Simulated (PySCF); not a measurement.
CHS2, SMILES [SH+]=C=S, charge +1.

Coordinates come from a B3LYP-D3(BJ)/def2-TZVP optimisation. The isomer is the one that the SMILES or the coordinates give; other isomers of the formula were not compared.

Calculation: TDDFT-B3LYP/def2-SVPD (PySCF).

Vertical excitations. Gas-phase values at a fixed geometry. State labels are in the subgroup Cs.

Problem. Estimate the UV-visible absorptions. (Estimate from the structure and the level; the computed values follow.)

Solution. 
```tsv
state	symmetry	energy (eV)	λ (nm)	f	main pairs
S1	A"	3.39	366	0.000	HOMO→LUMO 100 %
S2	A'	4.89	253	0.028	HOMO→LUMO+1 60 %, HOMO−1→LUMO 38 %
S3	A"	5.83	213	0.000	HOMO−1→LUMO+1 89 %
S4	A"	6.20	200	0.000	HOMO−2→LUMO 90 %
S5	A'	6.98	178	0.435	HOMO−2→LUMO+1 33 %, HOMO−1→LUMO 29 %, HOMO→LUMO+1 25 %, HOMO−3→LUMO 11 %
S6	A"	6.98	178	0.001	HOMO→LUMO+2 97 %
S7	A'	7.45	166	0.317	HOMO−3→LUMO 65 %, HOMO−1→LUMO 17 %, HOMO→LUMO+1 10 %
S8	A"	7.69	161	0.001	HOMO→LUMO+3 94 %
S9	A"	8.18	152	0.000	HOMO−3→LUMO+1 93 %
S10	A'	8.50	146	0.119	HOMO−4→LUMO 72 %, HOMO−2→LUMO+1 14 %
T1	A"	3.08	402	0	HOMO→LUMO 98 %
T2	A'	3.57	347	0	HOMO→LUMO+1 90 %
T3	A'	3.98	312	0	HOMO−1→LUMO 86 %
T4	A"	5.29	234	0	HOMO−1→LUMO+1 72 %, HOMO−2→LUMO 24 %
```
Triplets are in the Tamm–Dancoff approximation, which puts them higher than full response would, so one can lie above its singlet here.
